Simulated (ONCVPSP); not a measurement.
Before and after: ONCV potential for rhodium

- Element: Rh (Z = 45)
- Generator: ONCVPSP 4.0.1
- Type: optimised norm-conserving Vanderbilt (ONCV)
- Functional: PBE
- Relativity: scalar-relativistic
- Frozen core: [Kr]
- Valence charge: 9
- Reference configuration: 4d8 5s0.5 5p0.5
- Partial waves: 5s: rc 2.80 bohr, ncon 5, nbas 9, qcut 1.9 1/bohr, 2 projectors, debl 2.9 Ha; 5p: rc 3.20 bohr, ncon 4, nbas 7, qcut 2.8 1/bohr, 2 projectors, debl 4 Ha; 4d: rc 1.70 bohr, ncon 5, nbas 9, qcut 10.9 1/bohr, 1 projector; f scattering state at 0.35 Ha: rc 3.20 bohr, ncon 4, nbas 8, qcut 4 1/bohr, 1 projector
- Local potential: polynomial inside 1.30 bohr (lpopt 2, dvloc0 3 Ha)
- Core correction: none

All-electron outer shells of the reference configuration (PBE, scalar-relativistic, ld1.x):

```tsv
shell	level (eV)	outermost node (bohr)	outermost maximum (bohr)
4s	-83.42	0.47	0.88
4p	-51.36	0.47	0.94
4d	-6.85	0.46	1.14
5s	-4.93	1.19	2.63
5p	-1.33	1.35	3.78
```

Change: p: ncon 3, nbas 6.

Cutoffs: the cutoffs (Ha) at which the residual kinetic energy of the hardest occupied pseudo-wave falls to 1 and 0.1 mHa per electron; they do not see the model core or the augmentation charge, which bear on the density cutoff. Errors are all-electron minus pseudo energies relative to the spin-unpolarised reference configuration.

Q: Predict the effect on cutoff, ghosts and configuration errors.

A: The potential gets neither clearly harder nor softer (28 Ha and 33 Ha → 28 Ha and 33 Ha); the d channel sets the loose cutoff, while the largest relative change is in p, which becomes softer; the errors of the 3 common tests hardly move; neither file shows a bound ghost.

| quantity | base | changed |
| --- | --- | --- |
| cutoff, loose | 28 Ha | 28 Ha |
| cutoff, tight | 33 Ha | 33 Ha |
| loose cutoff by channel | s 13 Ha, p 1.9 Ha, d 28 Ha | s 13 Ha, p 1.1 Ha, d 28 Ha |
| bound ghosts | none | none |
| GHOST(+) flags under 300 eV | s at 72.7 eV, p at 120.8 eV | s at 72.7 eV, p at 119.1 eV |
| tests with a reliable result | 3 of 4 | 3 of 4 |
| error for 4d8 5s1 5p0, meV [ΔE -1.76 eV] | +1.4 | +1.5 |
| error for 4d8 5s0 5p0, meV [ΔE 5.70 eV] | +6.1 | +5.9 |
| error for 4d7 5s1 5p0, meV [ΔE 9.37 eV] | -21 | -23 |
| s: phases at 2.85 bohr within 0.05 rad from the reference energy up to (Ha; the scan ends near 5) | 1.8 | 1.8 |
| p: phases at 3.25 bohr within 0.05 rad from the reference energy up to (Ha; the scan ends near 5) | n/a | n/a |
| d: phases at 1.72 bohr within 0.05 rad from the reference energy up to (Ha; the scan ends near 5) | 2.8 | 2.8 |
| f: phases at 3.25 bohr within 0.05 rad from the reference energy up to (Ha; the scan ends near 5) | 1.3 | 1.3 |
